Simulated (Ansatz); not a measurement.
Ansatz (an electronic-structure program) input (B3LYP-D3(BJ)/def2-TZVP):

Ansatz 0.2 input:
```yaml
crystal:
  periodic: [false, false, false]
  atoms:
    - {symbol: Si, position_ang: [0.00072276, -0.00497276, 1.00267293]}
    - {symbol: Cl, position_ang: [1.22442799, 1.39577919, -0.47816185]}
    - {symbol: Cl, position_ang: [-1.19678570, -1.37109155, -0.53100724]}
basis:
  gaussian:
    orbitals: def2-TZVP
hamiltonian:
  xc: b3lyp
  dispersion: d3bj
total_charge: -1
magnetization: {spin_polarized: true, initial_magnetization: 1}
relax: {f_tol: 0.002, max_steps: 150}
```

End of the output:

```
mean field -32928.14087350 eV, -1210.0868576055 hartree, gradient 1.3e-5 eV, S^2 0.756457; 0 other end points of the search recorded, 0 dependent functions left out
the calculation of the forces begins
reference -32928.14107191 eV, -1210.0868648970 hartree; 25, 24 occupied and 86, 87 virtual orbitals, 787 factors
relax step   5: F+E_penalty+E_count = -32928.31725174 eV  Δ(F+E_penalty+E_count) = -6.314e-5 eV  max|allowed force component| = 2.669e-4 eV/Å  Δτ_max = 0.0046 Å  (26 SCF iters, accepted)
integrals: 0.04 GiB planned
787 factors; their error is unknown
mean field: 0.50 GiB planned
mean field -32928.14087350 eV, -1210.0868576055 hartree, gradient 1.3e-5 eV, S^2 0.756457; 1 other end points of the search recorded, 0 dependent functions left out
the calculation of the forces begins
reference -32928.14107191 eV, -1210.0868648970 hartree; 25, 24 occupied and 86, 87 virtual orbitals, 787 factors
Total energy: -32928.31745015 eV, -1210.0933466779 hartree
Atom 0 at     0.001013    -0.004589     0.969052 Å, force    -0.000001    -0.000001     0.000098 eV/Å
Atom 1 at     1.140849     1.300243    -0.463174 Å, force    -0.000232    -0.000266    -0.000054 eV/Å
Atom 2 at    -1.113497    -1.275939    -0.512374 Å, force     0.000233     0.000267    -0.000044 eV/Å
Dipole moment:     0.000925     0.001223    -0.106386 e Å
```
